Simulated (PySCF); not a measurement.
SCF from a fresh guess for singlet Rb₂Te, at the PBE0 minimum. PySCF input:

```python
from pyscf import gto, scf, dft
mol = gto.M(atom='''
Te    -0.443670    -0.000000     0.000000
Rb     0.339380    -3.131750     0.000000
Rb     0.339380     3.131750    -0.000000''',
    basis={'Te': 'def2-TZVP', 'Rb': 'def2-TZVP'},
    ecp={'Te': 'def2-TZVP', 'Rb': 'def2-TZVP'},
    charge=0, spin=0)
mf = dft.RKS(mol, xc='PBE0')
mf.grids.atom_grid = (50, 194)
aux = {'Te': 'def2-universal-JKFIT', 'Rb': 'def2-universal-JKFIT'}
mf = mf.density_fit(auxbasis=aux)
mf.conv_tol = 1e-08
mf.diis_space = 10
mf.max_cycle = 60
mf.init_guess = 'minao'
mf.verbose = 4
mf.kernel()
```

Excerpt of the output (cycles and frontier levels):

```
init E= -268.842795402565
  HOMO = -1.08101493149725  LUMO = -0.528010067857464  gap/eV = 15.04803
cycle= 1 E= -314.224913173265  delta_E= -45.4  |g|= 3.21  |ddm|= 28.1
cycle= 2 E= -307.102353740175  delta_E= 7.12  |g|= 4.34  |ddm|=   11
  HOMO = -0.551451281716096  LUMO = -0.200847704236688  gap/eV = 9.54041
cycle= 3 E= -315.887849659359  delta_E= -8.79  |g|= 0.907  |ddm|= 7.96
  HOMO = -0.0312467902936974  LUMO = -0.0294941265270525  gap/eV = 0.04769
cycle= 4 E= -315.240603094452  delta_E= 0.647  |g|=  1.2  |ddm|=  4.1
  HOMO = -0.175930103551248  LUMO = -0.0527229779165568  gap/eV = 3.35264
cycle= 5 E= -316.267270256115  delta_E= -1.03  |g|= 0.25  |ddm|= 3.22
  HOMO = -0.111761892846691  LUMO = -0.0372741523215163  gap/eV = 2.02691
cycle= 6 E= -316.302119550595  delta_E= -0.0348  |g|= 0.0484  |ddm|= 0.594
  HOMO = -0.115813970681055  LUMO = -0.0372071677082841  gap/eV = 2.13900
cycle= 7 E= -316.302482740906  delta_E= -0.000363  |g|= 0.0378  |ddm|= 0.0899
  HOMO = -0.115196379217482  LUMO = -0.0373244545830538  gap/eV = 2.11900
cycle= 8 E= -316.302786225382  delta_E= -0.000303  |g|= 0.0108  |ddm|= 0.0343
  HOMO = -0.113502644586322  LUMO = -0.0370977443150657  gap/eV = 2.07908
cycle= 9 E= -316.302845009181  delta_E= -5.88e-05  |g|= 0.00105  |ddm|= 0.0234
  HOMO = -0.113361494232242  LUMO = -0.0370965154191714  gap/eV = 2.07528
cycle= 10 E= -316.302845749503  delta_E= -7.4e-07  |g|= 0.000159  |ddm|= 0.00378
  HOMO = -0.113384301869177  LUMO = -0.0371167450484835  gap/eV = 2.07535
cycle= 11 E= -316.302845762046  delta_E= -1.25e-08  |g|= 5.07e-05  |ddm|= 0.000629
  HOMO = -0.113393913583452  LUMO = -0.0371204177948412  gap/eV = 2.07551
cycle= 12 E= -316.30284576332  delta_E= -1.27e-09  |g|= 1.55e-05  |ddm|= 0.000111
  HOMO = -0.113403216146249  LUMO = -0.0371221131096986  gap/eV = 2.07571
Extra cycle  E= -316.302845763201  delta_E= 1.19e-10  |g|= 2.55e-05  |ddm|= 8.09e-05
converged SCF energy = -316.302845763201
```

No lower solution of this spin was found by a stability analysis within the restricted form, which does not test spin polarisation.

The search for the lowest solution, with the stability check, took 2.7 s on 4 threads of a shared Arm Neoverse V1 host, with 116 basis functions; the process peaked at 0.35 GiB.
